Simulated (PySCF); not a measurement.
Species: C7H8N2.
Structure used (GFN2-xTB), in Å, numbered top down from 1:
```xyz
17
C7H8N2 angstrom
C      3.990   -0.834    0.033
C      2.591   -0.472    0.046
C      1.426   -0.173    0.054
C      0.065    0.179    0.025
C     -0.602    0.955   -0.947
N     -1.881    1.070   -0.660
N     -2.074    0.396    0.470
C     -3.385    0.304    1.044
C     -0.934   -0.160    0.923
H      4.475   -0.497    0.950
H      4.486   -0.369   -0.820
H      4.096   -1.917   -0.046
H     -0.190    1.418   -1.821
H     -3.316   -0.104    2.050
H     -3.836    1.296    1.080
H     -4.022   -0.341    0.434
H     -0.897   -0.739    1.824
```

Method used: PySCF 2.14.0, density-fitted response routines, TDDFT CAM-B3LYP/def2-SVPD, vertical, gas phase, core orbitals frozen in the response.

Transition dipole moments from the ground state, in atomic units and in the frame of the coordinates above (overall signs are arbitrary), for the states with f of 0.002 or more among the lowest 8:

```tsv
state	E (eV)	μx	μy	μz
S1	5.727	1.419	-0.141	-0.298
S4	6.169	-0.161	0.283	-0.314
S6	6.619	0.048	0.169	0.116
S7	6.827	-0.025	-0.175	-0.096
S8	7.010	0.710	-0.442	0.456
```

**Question.** What oscillator strength does each state have?

**Answer.** f = (2/3) ΔE |μ|² with ΔE in hartree (27.2114 eV).

```
state  |μ|² (au)  |μ| (D)      f
   S1      2.123     3.70  0.298
   S4      0.205     1.15  0.031
   S6      0.044     0.53  0.007
   S7      0.040     0.51  0.007
   S8      0.907     2.42  0.156
```

**Question.** Which bond between heavy atoms lies closest to the direction of the S1 transition dipole?

**Answer.** C5–N6, at 1° from it; next C1–C2, C2–C3 and N7–C8 at 14°.

**Question.** What angle do the transition dipoles of S4 and S8 make?

**Answer.** |cos θ| = |μa·μb| / (|μa| |μb|) = 0.89, so θ ≈ 27° (taken between 0 and 90°, since the signs are arbitrary).

**Question.** How is the summed strength of these states shared among x, y and z?

**Answer.** (2/3) Σ ΔE μα² gives 0.374 for x, 0.058 for y and 0.067 for z, 0.498 in all.

**Question.** What peak molar absorption coefficient would the strongest computed level give as a lone Gaussian band 0.4 eV wide at half height?

**Answer.** ε(max) = 2.175×10⁸ f / FWHM, with the width in cm⁻¹. S1: 2.175×10⁸ × 0.2978 / 3226 ≈ 20000 L mol⁻¹ cm⁻¹.
